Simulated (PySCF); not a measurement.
Frontier levels across methods

C4H10O2S.
Cartesian coordinates in Å at the PBE0-D3(BJ)/def2-SVP level; atoms count from 1:
```xyz
17
C4H10O2S angstrom
C     -1.2241    1.6156   -0.5940
C     -0.5242    0.4760    0.1312
C     -1.1065   -0.8884   -0.1860
S      1.2211    0.5643   -0.3668
C      2.0845   -0.6022    0.6748
O      1.7136    1.8949   -0.0106
O      1.3124    0.0820   -1.7456
H     -0.7550    2.5797   -0.3567
H     -1.1722    1.4622   -1.6825
H     -2.2826    1.6504   -0.2972
H     -0.5071    0.6702    1.2169
H     -0.9821   -1.1103   -1.2560
H     -0.6323   -1.6941    0.3937
H     -2.1809   -0.8986    0.0516
H      1.9394   -0.3309    1.7280
H      3.1403   -0.4829    0.3963
H      1.7499   -1.6243    0.4618
```

Basis pcSseg-1 throughout (PySCF), one geometry. Isolated species at its PBE0-D3(BJ)/def2-SVP geometry (one conformer only).

Task: How do the orbital energies, the gap and the dipole change with the method?

Result: 
```
   method                    kind  HOMO (eV)  LUMO (eV)  gap (eV)  μ (D)  SCF cycles
      PBE                     GGA      -6.65       0.01      6.66   4.26          17
    B97-D                     GGA      -6.65       0.15      6.80   4.34          17
      KT3                     GGA      -6.75      -0.10      6.65   4.21          17
     BP86                     GGA      -6.76       0.07      6.83   4.31          17
    B3LYP           global hybrid      -7.84       0.52      8.35   4.54          15
     PBE0           global hybrid      -8.09       0.83      8.92   4.57          14
BHandHLYP           global hybrid      -9.43       1.50     10.93   4.86          12
  wB97X-D  range-separated hybrid      -9.96       2.63     12.59   4.68          13
```

The HOMO spans 3.31 eV, from PBE down to wB97X-D, and the gap runs from 6.65 eV (KT3) to 12.59 eV (wB97X-D). Over the methods PBE (0 %), B97-D (0 %), KT3 (0 %), BP86 (0 %), B3LYP (20 %), PBE0 (25 %), BHandHLYP (50 %), a straight line through the gap against the share of exact exchange rises by 0.84 eV for each 10 % (correlation coefficient 0.999). The dipole ranges from 4.21 D (KT3) to 4.86 D (BHandHLYP). This basis has no diffuse functions.

The vertical ΔSCF ionisation energy at CAM-B3LYP/def2-SVPD is 10.36 eV; −ε(HOMO) comes closest to it with wB97X-D (9.96 eV).
